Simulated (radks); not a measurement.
Nb+, configuration [Kr] 4d4 (the NIST ground configuration). Calculated with a radial shooting solver on a logarithmic mesh with Libxc functionals: Dirac Kohn-Sham, PBE, spin-unpolarised, spherical densities, point nucleus; open shells fill j = l - 1/2 first.

Unscreened Slater integrals over Kohn-Sham orbitals (hartree). Large and small components are both included. Empty in this configuration: 4d5/2.

integral,value
"F0(4d3/2,4d3/2)",0.44592
"F2(4d3/2,4d3/2)",0.21590
"F0(4d3/2,4p3/2)",0.53172
"F2(4d3/2,4p3/2)",0.24521
"G1(4d3/2,4p3/2)",0.29765
"G3(4d3/2,4p3/2)",0.17929
"F0(4d3/2,4p1/2)",0.53552
"G1(4d3/2,4p1/2)",0.29296
"F0(4d3/2,4s1/2)",0.55036
"G2(4d3/2,4s1/2)",0.20343
"F0(4d3/2,4d5/2)",0.44340
"F2(4d3/2,4d5/2)",0.21459
"G2(4d3/2,4d5/2)",0.21454
"G4(4d3/2,4d5/2)",0.13740
"F0(4p3/2,4p3/2)",0.68518
"F2(4p3/2,4p3/2)",0.35918
"F0(4p3/2,4p1/2)",0.69337
"G2(4p3/2,4p1/2)",0.36290
"F0(4p3/2,4s1/2)",0.72557
"G1(4p3/2,4s1/2)",0.48798
"F0(4p3/2,4d5/2)",0.52760
"F2(4p3/2,4d5/2)",0.24201
"G1(4p3/2,4d5/2)",0.29258
"G3(4p3/2,4d5/2)",0.17620
"F0(4p1/2,4p1/2)",0.70195
"F0(4p1/2,4s1/2)",0.73558
"G1(4p1/2,4s1/2)",0.49930
"F0(4p1/2,4d5/2)",0.53130
"G3(4p1/2,4d5/2)",0.17325
"F0(4s1/2,4s1/2)",0.77496
"F0(4s1/2,4d5/2)",0.54578
"G2(4s1/2,4d5/2)",0.19905
"F0(4d5/2,4d5/2)",0.44092
"F2(4d5/2,4d5/2)",0.21333
"F4(4d5/2,4d5/2)",0.13660
